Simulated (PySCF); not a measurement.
# MSi anions for M along the alkaline earths

CCSD(T) with double-zeta basis sets in PySCF, for the lowest determinant that a PBE0 search found; no spin–orbit coupling. De refers to high-spin ground-configuration atoms (the charge goes to the atom of lower measured ionisation energy or higher electron affinity, which is not always the lowest computed limit).

```csv
M,basis,"reference, frozen orbitals",charged atom,state (unpaired electrons),Re (Å),ωe (cm⁻¹),De (eV)
Be,aug-cc-pVDZ/aug-cc-pV(D+d)Z,"UHF, 5",Si−,"quartet (σ ↑, π ↑↑)",2.217,495,1.25
Mg,aug-pcseg-1,"UHF, 6",Si−,"quartet (σ ↑, π ↑↑)",2.842,188,0.61
Ca,def2-SVPD,"UHF, 10",Si−,"quartet (σ ↑, π ↑↑)",3.058,196,n/a
Sr,def2-SVPD,"UHF, 5",Si−,"quartet (σ ↑, π ↑↑)",3.159,178,n/a
```

The shortest bond is that of BeSi⁻ (2.217 Å), the longest that of SrSi⁻ (3.159 Å).

The rows differ in basis set, which adds steps of its own.

Down a group the atoms grow and get heavier, so bonds lengthen and wavenumbers fall; the exceptions here are the higher wavenumber at Ca.

Correlated steps freeze the inner cores (5 to 10 orbitals); shallow outer-core shells are correlated. Correlated levels converge slowly with the basis: in double zeta they bind strong bonds too weakly, by up to about 1 eV, and carry superposition errors of some tenths. Spin–orbit coupling is left out. For an ion De counts to the pair picked by the measured ionisation energies or electron affinities, which need not be the lowest pair at this level. States were picked by a PBE0 search and need not be the measured ground states.
